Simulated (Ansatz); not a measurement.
Molecule: sum formula SiI$_{2}$F, charge 0, multiplicity 2. It need not be the lowest isomer of its formula. SMILES: [Si](F)(I)I
Coordinates optimised at B3LYP-D3(BJ)/def2-TZVP (Ansatz, an electronic-structure program):
```
Si
F 1 1.6020
I 1 2.4690 2 107.54
I 1 2.4690 2 107.54 3 121.88
```
Charge 0, spin multiplicity 2.

Quantity: atomisation energy (electronic, to ground-state atoms), in eV. Correlated levels leave the core frozen unless marked. UHF or UKS for open shells. Spin-orbit coupling is left out. The frozen core is the preceding noble-gas configuration, with the filled d and f shells of earlier blocks. Past Kr the def2 sets carry scalar-relativistic core potentials. STO-3G rows are all-electron and non-relativistic. The coupled-cluster limit lacks core correlation, which all-electron functionals hold. Basis-set limits of correlation are two-point, X^-3; Hartree-Fock from the larger set.

```tsv
level	program	atomisation energy (eV)
r2SCAN-D4/def2-TZVPD	Ansatz + dftd4	11.61
```

Task: What does CCSD(T)/CBS(def2-TZVPP,def2-QZVPP) (Ansatz) give?

Result: 11.32 eV
